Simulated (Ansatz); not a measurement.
Total energies of C4H10BN, SMILES `BN(C)CC=C`.

| atom | x (Å) | y (Å) | z (Å) |
| --- | --- | --- | --- |
| B1 | -1.587 | -0.255 | 1.154 |
| N2 | -0.257 | -0.258 | 0.763 |
| C3 | 0.768 | 0.532 | 1.413 |
| C4 | 0.228 | -1.055 | -0.343 |
| C5 | 0.471 | -0.294 | -1.613 |
| C6 | 0.072 | 0.943 | -1.862 |
| H7 | -1.923 | 0.445 | 2.066 |
| H8 | -2.362 | -0.956 | 0.569 |
| H9 | 0.318 | 1.136 | 2.199 |
| H10 | 1.529 | -0.117 | 1.861 |
| H11 | 1.269 | 1.194 | 0.701 |
| H12 | 1.160 | -1.556 | -0.047 |
| H13 | -0.497 | -1.850 | -0.543 |
| H14 | 1.009 | -0.849 | -2.379 |
| H15 | 0.271 | 1.416 | -2.816 |
| H16 | -0.472 | 1.522 | -1.123 |

The species carries charge 0 and has multiplicity 1. The structure was optimised at the PBE0-D4/def2-TZVP level. It is one conformer, not always the lowest. Basis def2-TZVPP, Ansatz.

RPA on PBE orbitals: Hartree–Fock energy of these orbitals -236.45362 Eh, correlation -1.66160 Eh (frozen core).

```tsv
functional	energy without D4 (Eh)	D4 term (kJ/mol)
LDA (SPW92)	-235.89283	–
revPBE	-238.04896	-110.1
r2SCAN	-237.97617	-8.8
B97M-V	-238.13355	–
PBE0	-237.82804	-28.0
B3LYP	-238.14512	-52.4
r2SCANh	-237.96735	-9.2
r2SCAN0	-237.95532	-10.0
HSE06 (plane-wave form)	-237.81328	-25.8
BHLYP	-237.98318	-36.5
CAM-B3LYP	-237.99451	-28.0
LC-ωPBE	-237.96748	–
ωB97M-V	-238.00465	–
B2PLYP	-237.90724	–
```

(1) Give the same for PBE, BLYP, ωB97X-V, PBE-QIDH. (An estimate is asked.)

B3LYP takes the VWN-RPA correlation (the form of Gaussian; ORCA's B3LYP/G). HSE06 is the plane-wave form, built on full-range PBE exchange. The double hybrids freeze the cores in their second-order part.

Results:

(1) Computed: 
```json
{"functional": "PBE", "energy without D4 (Eh)": "-237.79066", "D4 term (kJ/mol)": "-33.1"}
{"functional": "BLYP", "energy without D4 (Eh)": "-238.00553", "D4 term (kJ/mol)": "-73.1"}
{"functional": "ωB97X-V", "energy without D4 (Eh)": "-238.06128", "D4 term (kJ/mol)": "–"}
{"functional": "PBE-QIDH", "energy without D4 (Eh)": "-237.79468", "D4 term (kJ/mol)": "–"}
```

LC-ωPBE has ω = 0.4 bohr⁻¹.
